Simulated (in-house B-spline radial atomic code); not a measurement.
**Excitations of the phosphorus ion P⁵⁺ by several methods**

Full response, energies in eV; labels give the largest channel, * marks a mixed state, a dash one above the method's threshold, and an imaginary frequency an unstable closed-shell reference. Computed with an all-electron radial atomic-structure program (B-spline basis): linear response of the closed shell [He] 2s2 2p6 with each method's own kernel (bare exchange for TDHF, static screening on G0W0 levels for BSE, the adiabatic kernel for functionals); non-relativistic, point nucleus, no spin-orbit coupling, no double excitations, S, P, D and F terms only. Only terms of natural parity with L up to 3 were computed.

```
           method  2p → 3s 3P  2p → 3s 1P  2p → 3p 3S  α (bohr³)
             TDHF      136.67      138.14      145.83      0.106
   BSE on G0W0@HF      135.69      137.05      145.39     0.1056
         LDA VWN5      129.15      130.17      139.21     0.1109
              PBE      128.29      129.44      138.49     0.1107
             PBE0      130.75      131.96      140.79     0.1093
  B3LYP (VWN-RPA)      128.80      130.24      138.94     0.1097
        CAM-B3LYP           ?           ?           ?          ?
          LC-wPBE      127.75      128.87      138.03     0.1108
            wB97X      131.45      132.48      141.16     0.1091
            HSE06      130.72      131.93      140.79     0.1094
        BHandHLYP      130.97      132.59      140.87     0.1082
             BLYP           ?           ?           ?          ?
           PBEsol      128.53      129.66      138.62     0.1108
             BP86      129.28      130.30      139.48     0.1103
LDA exchange-only      127.72      128.93      137.41     0.1117
            B97-1      130.63      131.74      140.73     0.1094
             RPBE      127.89      129.03      138.20     0.1107
             OLYP      126.23      127.65      136.64     0.1099
```

(1) What does BLYP give?

(2) What does CAM-B3LYP give?

Results:

(1) 2p → 3s 3P: 126.45; 2p → 3s 1P: 127.91; 2p → 3p 3S: 136.68; α: 0.1108 (eV, bohr³).

(2) 2p → 3s 3P: 128.39; 2p → 3s 1P: 129.81; 2p → 3p 3S: 138.52; α: 0.1098 (eV, bohr³).
